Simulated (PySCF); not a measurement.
C₂H₆O₂Si, SMILES O[SiH]1COC1.

Coordinates come from a PBE-D3(BJ)/def2-SVP optimisation. The structure was generated by enumeration, and PubChem lists no compound with its InChIKey, so it may never have been made. The values are those of a single conformer.

The numbers are results of PySCF 2.14.0 with PBE-D3(BJ)/def2-SVP, not measurements.

Frequencies are harmonic and unscaled.

Question: Estimate the vibrational spectrum. (The exact figures need the calculation; the answer reports its results.)

Answer: 
```csv
mode,ν (cm⁻¹),IR (km/mol),moving atoms (share of kinetic energy)
1,97,8.5,"O 56 %, H 19 %, Si 13 %, C 11 %"
2,104,79.2,"H 52 %, O 33 %, C 10 %"
3,260,14.8,"H 58 %, C 15 %, Si 14 %, O 13 %"
4,267,1.9,"H 39 %, O 23 %, Si 22 %, C 16 %"
5,417,2.6,"O 37 %, C 25 %, Si 20 %, H 18 %"
6,577,8.0,"H 90 %, C 10 %"
7,673,53.7,"H 72 %, C 15 %, Si 11 %"
8,676,32.7,"C 45 %, Si 30 %, H 25 %"
9,743,153.4,"H 44 %, C 27 %, O 24 %"
10,796,38.8,"H 76 %, C 16 %"
11,813,51.7,"O 47 %, H 39 %, Si 12 %"
12,836,45.8,"H 64 %, C 22 %, Si 8 %"
13,880,8.9,"H 36 %, C 36 %, O 24 %"
14,950,114.3,"Si 31 %, H 28 %, C 22 %, O 20 %"
15,989,110.7,"C 50 %, O 44 %"
16,1117,2.9,"H 91 %, C 9 %"
17,1153,6.2,"H 82 %, O 11 %"
18,1171,0.0,"H 72 %, C 20 %"
19,1204,4.8,"H 68 %, C 28 %"
20,1391,0.0,H 93 %
21,1417,2.4,H 92 %
22,2130,162.2,H 97 %
23,2915,50.5,H 94 %
24,2923,47.0,H 94 %
25,3031,17.9,"H 91 %, C 9 %"
26,3031,19.4,"H 91 %, C 9 %"
27,3781,91.0,H 94 %
```
